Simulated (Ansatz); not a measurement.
Energy profile

The step: Si₂H₆ ([SiH3][SiH3]) + H₂S → Si₂H₆S ([SiH3][SiH2][SH]) + H₂; bonds formed: Si1–S7, H2–H6; bonds broken: Si1–H2, H6–S7 (atoms numbered as in the saddle structure below).

Si1  (-0.579, 0.195, -0.478)
H2  (-0.318, -1.363, 0.162)
H3  (-0.246, 1.318, -1.417)
H4  (-2.050, 0.012, -0.495)
Si5  (0.334, 0.905, 1.567)
H6  (-0.172, -1.686, -0.846)
S7  (0.017, -1.336, -2.385)
H8  (1.788, 0.576, 1.556)
H9  (-0.297, 0.163, 2.693)
H10  (0.196, 2.372, 1.792)
H11  (1.328, -1.156, -2.149)
(Å)

Electronic energies by CCSD(T) at an estimated basis limit (MP2 extrapolated from triple and quadruple zeta, plus CCSD(T) − MP2 in triple zeta), on PBE0-D4/def2-TZVP structures; Si2H8S, singlet; no counterpoise correction. Program: Ansatz 0.2.0. Basis: def2-TZVPP and def2-QZVPP. Cores are frozen in the correlated methods. Extrapolation: Hartree–Fock as exp(−7.88 √X), correlation as X^−2.97.

Question: Give the profile in kcal/mol, counted from the separated reactants. (Judge from chemistry; the value comes from the calculation.)

Answer: Computed:
```tsv
point	kcal/mol
separated: Si2H6 (linked as [SiH3][SiH3]; Si1, H2, H3, H4, Si5, H8, H9, H10; singlet) + H2S (H6, S7, H11; singlet)	0.00
start structure	-1.10
saddle	50.99
end structure	-8.93
separated: Si2H6S (linked as [SiH3][SiH2][SH]; Si1, H3, H4, Si5, S7, H8, H9, H10, H11; singlet) + H2 (H2, H6; singlet)	-8.44
```

T1 diagnostic: at most 0.015.

For scale, one of the runs: CCSD(T)/def2-TZVPP, 238 basis functions, launched by `ansatz run in.yaml --threads 4 --pin off --events-out ev --progress --plain --max-ram 9574MiB`. Time: 62 s of wall clock on 4 CPU threads of an Arm Neoverse V1; the host was shared. Peak host memory: 3.9 GiB.
